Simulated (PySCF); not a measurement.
Worked example: chemical shift, span and skew from a shielding tensor

C3H8BFO, SMILES C(B(F)CC)O. Atoms are numbered in the order given.

```xyz
14

C      2.4142    -0.3247     0.1217
C      0.9468    -0.7257    -0.0089
B     -0.1067     0.4256     0.1168
F      0.2887     1.6545     0.4766
C     -1.6455     0.2276    -0.1524
O     -2.0374    -1.0652    -0.5922
H      2.7007     0.3928    -0.6634
H      2.6105     0.1652     1.0883
H      3.0901    -1.1904     0.0418
H      0.7397    -1.2530    -0.9607
H      0.6786    -1.4823     0.7599
H     -2.2313     0.5726     0.7315
H     -1.9350     0.9382    -0.9509
H     -1.7114    -1.7024     0.0553
```

Geometry: r2SCAN-D4/def2-SVP. This is a generated structure with no PubChem entry under its InChIKey; it may be hypothetical. One conformer was computed; it need not be the lowest.

GIAO shieldings from PBE/pcSseg-1 (PySCF), non-relativistic, no solvent. The symmetric part of the tensor of C2 has the principal values 135.8, 175.9, 179.9 ppm. The same nucleus in TMS has σ = 182.0 ppm at this level (PySCF, at its B3LYP-D3(BJ)/def2-TZVP geometry).

Q: Work out the isotropic shielding, the ¹³C shift against TMS, the span and the skew.

A: 
σ(iso) = (σ11 + σ22 + σ33)/3 = 163.9 ppm. δ = σ(ref) − σ(iso) = 182.0 − (163.9) = 18.1 ppm.
Span Ω = σ33 − σ11 = 44.1 ppm. Skew κ = 3(σ(iso) − σ22)/Ω = -0.82. Tumbling in solution averages the tensor to δ; in a static solid the shielding alone would spread this spin-1/2 line over Ω.
